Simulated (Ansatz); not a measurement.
Basis-set series for BClH5NOSi (`NBO[SiH2]Cl`). Total charge 0; spin multiplicity 1. Geometry: relaxed with PBE0-D4/def2-TZVP. It is one conformer, not always the lowest.

| functional | basis | functions | energy (Eh) | HOMO (eV) | LUMO (eV) |
| --- | --- | --- | --- | --- | --- |
| PBE0-D4 | def2-SVP | 103 | -906.90510 | -8.09 | 1.06 |
| PBE0-D4 | def2-TZVPP | 247 | -907.35748 | -8.26 | 0.65 |
| ωB97M-V | def2-SVP | 103 | -907.25129 | -10.46 | 3.13 |
| ωB97M-V | def2-TZVPP | 247 | -907.70816 | -10.64 | 2.21 |

**Question.** Give the rows for def2-QZVPP. (An estimate is asked.)

**Answer.** Computed: 
```tsv
functional	basis	functions	energy (Eh)	HOMO (eV)	LUMO (eV)
PBE0-D4	def2-QZVPP	461	-907.39079	-8.29	0.42
ωB97M-V	def2-QZVPP	461	-907.73933	-10.67	1.68
```

Positive LUMOs are unbound and depend on the basis.
